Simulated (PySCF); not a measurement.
C2H4STe.
Structure used (PBE0-D3(BJ)/def2-SVP), in Å, numbered top down from 1:
```
atom  x, y, z in Å
C1    -1.1949    0.1847    0.5966
S2    -0.0707   -1.2061    0.4662
C3     1.4310   -0.4979    0.1243
Te4    1.9654    1.4091   -0.1046
H5    -2.1863   -0.2343    0.8145
H6    -0.8727    0.8578    1.4051
H7    -1.2117    0.7481   -0.3482
H8     2.1964   -1.2799    0.0280
```

Method: PBE0-D3(BJ)/def2-SVP geometry optimisation, gas phase, def2 core potentials past Kr in PySCF.

Masses are those of the commonest isotopes; rigid-rotor values at the optimised geometry. The values belong to one conformer with, in the numbering `[CH3:1][S:2][CH:3]=[Te:4]`, C1–S2–C3–Te4 0°.

Q: Give the principal moments of inertia and the rotational constants in MHz.

A: Ia = 54.23, Ib = 385.07, Ic = 436.07 u·Å²; 505379 MHz·u·Å²/I gives A = 9319, B = 1312, C = 1159 MHz.

Q: What kind of rotor is it?

A: A near-prolate asymmetric top; Ray's κ = -0.962.

Q: Is it planar, by Δ = Ic − Ia − Ib?

A: Not planar: Δ = Ic − Ia − Ib = -3.23 u·Å². For a rigid frame Δ = −2 Σ m c², so Σ m c² = 1.61 u·Å² lies off the ab plane, practically all of it from hydrogen. The atom farthest from that plane is 0.90 Å away.

Q: Give the other two planar moments, Paa and Pbb, and the rms extents of the mass along the axes.

A: Paa = Σ m a² = (Ib + Ic − Ia)/2 = 383.46 and Pbb = Σ m b² = (Ia + Ic − Ib)/2 = 52.62 u·Å². With the mass M = 189.91 u, the rms extents √(P/M) along a, b and c are 1.42, 0.53, 0.09 Å.

Q: Which lines would a microwave search look for?

A: The dipole components are |μa| = 2.25 D, |μb| = 0.80 D, |μc| = 0.00 D; the mirror of this Cs structure is the ab plane, so μc vanishes by symmetry and there are no c-type lines. Intensities carry the squares of the components, which stand as 1.00 : 0.13 (a : b). Some lines, for components of 0.1 D or more:

```tsv
type	branch	J(Ka,Kc)	MHz	lower level (cm⁻¹)
a	Q	2(1,1) ← 2(1,2)	461	0.509
a	R	1(0,1) ← 0(0,0)	2471	0.000
a	R	2(1,2) ← 1(1,1)	4789	0.350
a	R	2(0,2) ← 1(0,1)	4941	0.082
a	R	2(1,1) ← 1(1,0)	5096	0.355
b	Q	1(1,0) ← 1(0,1)	8160	0.082
b	Q	2(1,1) ← 2(0,2)	8316	0.247
b	R	1(1,1) ← 0(0,0)	10478	0.000
b	R	2(1,2) ← 1(0,1)	12796	0.082
b	Q	2(2,0) ← 2(1,1)	24022	0.525
b	Q	2(2,1) ← 2(1,2)	24480	0.509
b	R	2(2,1) ← 1(1,0)	29116	0.355
b	R	2(2,0) ← 1(1,1)	29271	0.350
```

Q: Estimate the classical rotational partition function at 50 K, 200 K and 500 K.

A: Point group Cs, symmetry number σ = 1; q = (√π/σ)·√((kT/h)³/(ABC)), k/h = 20836.6 MHz/K: 15800 at 50 K, 127000 at 200 K, 501000 at 500 K.

PBE0-D3(BJ)/def2-SVP frequencies: not computed here. These are rigid-rotor constants of the computed structure; measured ground-state constants (B0) also hold zero-point vibration. A rigid rotor knows nothing of internal rotation, which can split or shift real lines.
